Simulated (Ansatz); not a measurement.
Complex (SMILES): F (HF) with Cl (HCl), atoms 1 to 2 the first; geometry from B3LYP-D3(BJ)/def2-TZVP, monomers rigid:
```xyz
4

F     -0.1993     0.2587    -0.2561
H     -0.6953    -0.4360     0.1164
Cl    -1.4096    -2.1732     1.4289
H     -0.3348    -2.0986     2.1286
```

The counterpoise-corrected interaction energy at CCSD(T) with Ansatz (a first-principles code), in kcal/mol, split into its Hartree-Fock and correlation parts. Cores are frozen. No added dispersion term, no relativity. Functions are those of the species that has most.

```json
[
 {"basis": "aug-cc-pV(D+d)Z", "X": "2", "functions": "73", "Hartree-Fock": "-1.35", "CCSD(T)": "-2.18"},
 {"basis": "aug-cc-pV(T+d)Z", "X": "3", "functions": "147", "Hartree-Fock": "-1.45", "CCSD(T)": "-2.77"},
 {"basis": "aug-cc-pV(Q+d)Z", "X": "4", "functions": "261", "Hartree-Fock": "-1.46", "CCSD(T)": "-2.92"}
]
```

Worked estimate of the basis-set limit from each neighbouring pair, with Hartree-Fock from the larger set and the correlation part extrapolated as X^-3.
Correlation parts: X = 2: -0.83, X = 3: -1.32, X = 4: -1.46.
- (2,3): (27·(-1.32) - 8·(-0.83))/19 = -1.53; with Hartree-Fock -1.45 the estimate is -2.98 kcal/mol.
- (3,4): (64·(-1.46) - 27·(-1.32))/37 = -1.56; with Hartree-Fock -1.46 the estimate is -3.02 kcal/mol.
The last two estimates differ by 0.05 kcal/mol; the largest set lies 0.10 from the last. Over the last step Hartree-Fock moves by -0.01 and the correlation part by -0.14.
